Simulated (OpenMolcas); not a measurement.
**What dynamic correlation does to the levels of Cl2+**

| Item | Value |
| --- | --- |
| Program | OpenMolcas |
| Basis | ANO-RCC-VTZP [5s4p2d1f] |
| Scalar Hamiltonian | DKH2, point nucleus |
| Active space | 5 electrons in 8 orbitals (3s 3p 4s 4p) |
| State averaging | 2S+1 = 4 odd, 1 root; 2S+1 = 2 odd, 9 roots; 2S+1 = 4 even, 3 roots; 2S+1 = 2 even, 9 roots |
| Spin-orbit coupling | RASSI with atomic mean-field integrals over the reference wave functions, term energies averaged over their components |

Methods on the same reference wave functions:
A. CASSCF
B. SS-CASPT2, IPEA 0.25 Eh, imaginary shift 0.1 Eh (closed shells correlated: 2s 2p)
C. XMS-CASPT2, IPEA 0.25 Eh, imaginary shift 0.1 Eh (closed shells correlated: 2s 2p)

Energies in cm⁻¹ above 3s² 3p³ ⁴S°_3/2, the measured ground level; measured values from Moore, Atomic Energy Levels, vol. I, NSRDS-NBS 35 (1971 reprint of NBS Circular 467, 1949).

| Level | A | B | C | Measured |
| --- | --- | --- | --- | --- |
| 3s² 3p³ ⁴S°_3/2 | 0.0 | 0.0 | 0.0 | 0.0 |
| 3s² 3p³ ²D°_3/2 | 24039 | 19200 | 19040 | 18053 |
| 3s² 3p³ ²D°_5/2 | 24125 | 19270 | 19100 | 18120 |
| 3s² 3p³ ²P°_1/2 | 32474 | 30860 | 30790 | 29812 |
| 3s² 3p³ ²P°_3/2 | 32556 | 30930 | 30860 | 29907 |
| 3s 3p⁴ ⁴P_5/2 | 105781 | 102200 | 98550 | 98520 |
| 3s 3p⁴ ⁴P_3/2 | 106341 | 102760 | 99110 | 99130 |
| 3s 3p⁴ ⁴P_1/2 | 106666 | 103090 | 99440 | 99475 |
| 3s 3p⁴ ²D_3/2 | 149504 | 131970 | 130820 |  |
| 3s 3p⁴ ²D_5/2 | 149588 | 132060 | 130900 |  |

Deviations, from unrounded energies. A percentage is the sum of absolute deviations over the sum of measured energies, with the sign that they share, or ± where signs differ.

```json
{"Against measurement": "mean absolute deviation (cm-1)", "Levels": "7", "A": "5600", "B": "2200", "C": "570"}
{"Against measurement": "other terms of the ground configuration (%)", "Levels": "4", "A": "+18.0", "B": "+4.6", "C": "+4.1"}
{"Against measurement": "other configurations (%)", "Levels": "3", "A": "+7.3", "B": "+3.7", "C": "±0.0"}
```

C lies closest to measurement on these levels and A furthest from it. The largest miss of C in the table is 3s² 3p³ ²D°_3/2, by +990 cm-1. The ranking rests on the paired levels alone, and a cruder setting can come out closer through cancelling errors.

Between B and C the level of the table that moves most is 3s 3p⁴ ⁴P_3/2, by 3600 cm-1 (lowest in C, highest in B). Moves below CASPT2's spread within the term are not significant.

The mean deviations of B to C differ by less than CASPT2's widest spread within a term (2600 cm-1), so their order carries little weight.

From A to B the spin-free energies of the other terms of 3s² 3p³ shown, above ⁴S°, scale by factors of 0.80 to 0.95.

The lowest spin-free term lies below A's lowest term by 0.111 hartree in B, 0.111 hartree in C.

Term energies are means over components that CASPT2 splits; among the terms shown or strongly mixed into the levels shown the widest spread is 2600 cm-1 (3s 3p⁴ ²D, C). Over all roots computed the reference weight is 0.85 to 0.96 in B, 0.85 to 0.96 in C; the roots of lowest weight are the least certain, and an intruder state may touch them. The run also gave levels led by 3s² 3p² 4p, which use shells meant for correlation; these and all levels above them are left out. Terms of s pⁿ other than that of highest spin mix with s² pⁿ⁻² d, which this space lacks; all of them can be thousands of cm-1 off, and some have no real level of that name. Measured partners are found by configuration, term and J. A level has none where our copy of the source lacks it or the pairing is in doubt (some pairs that miss far off the trend of their configuration count as doubtful), and it then counts in no deviation. Levels of configurations outside the active space are missing. The table leaves out levels that lie high or whose names do not pair safely across all columns.

° marks odd parity.
